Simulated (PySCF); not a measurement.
## Ionisation energy of Ir by level of theory

Ir [Xe] 4f14 5d7 6s2 (4F) → Ir⁺ [Xe] 4f14 5d7 6s1 (5F), as a difference of total energies. All numbers are calculated (PySCF 2.14, a scalar-relativistic core potential, in cc-pVTZ-PP with ECP60MDF). Correlated levels: valence: 5s2 5p6 frozen. The calculations carry no spin-orbit coupling.

```csv
method,ionisation energy (eV)
UHF,7.032
M06-2X,8.755
M06-L,8.580
MP2 (valence),8.614
SCS-MP2 (valence),8.769
```

How much does correlation contribute at MP2 (valence)?

8.614 − (7.032) = 1.582 eV, measured against UHF.

Errors of the correlated levels include the incompleteness of this basis and the frozen core.

MP2 underrates the near-degeneracy of ns² with np² in the lower species.

For comparison: 8.926 eV (measured; NIST levels, between the centres of gravity of the two terms).
